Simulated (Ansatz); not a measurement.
`C[CH](Cl)[GeH3]` + `NC1=C[SiH2]1` → `[GeH3][NH]C1=C[SiH2]1` + `CCCl`  (ligand exchange at a Ge–C bond)

Program: Ansatz. Geometries: PBE0-D4/def2-TZVP. ΔE: electronic, gas phase. CCSD(T)/CBS adds triple-zeta CCSD(T) − MP2 to the extrapolated MP2 energy (def2 sets, frozen cores). Functionals use def2-TZVPP. B3LYP here is the variant with VWN-RPA as its local correlation; programs differ in this. For Ge outer-core shells are correlated without core-valence functions, which leaves a few kJ/mol of doubt a bond. Scalar relativity is left out up to krypton. One conformer a species, not always the lowest.

```csv
level,ΔE (kcal/mol),difference from CCSD(T)/CBS
PBE0-D4,-7.2,0.4
B3LYP-D4,-8.4,-0.8
ωB97X-V,-8.0,-0.4
PBE,-6.6,1.0
PBE0,-7.2,0.4
B3LYP,-8.5,-0.9
HF/def2-TZVPP,-11.3,-3.7
MP2/def2-TZVPP,-8.4,-0.8
SCS-MP2/def2-TZVPP,-9.2,-1.6
CCSD/def2-TZVPP,-8.7,-1.1
CCSD(T)/def2-TZVPP,-8.4,-0.8
MP2/def2-QZVPP,-8.0,-0.4
SCS-MP2/def2-QZVPP,-8.8,-1.2
HF/CBS(def2),-11.5,-3.9
MP2/CBS(def2),-7.5,0.1
CCSD/CBS(def2),-7.9,-0.3
CCSD(T)/CBS,-7.6,0
```

Largest T1 diagnostic among the species: 0.013.

In def2-TZVPP, CCSD(T) changes the Hartree–Fock value by +2.9 kcal/mol (the triples alone add +0.3 kcal/mol) and MP2 by +3.0 kcal/mol.
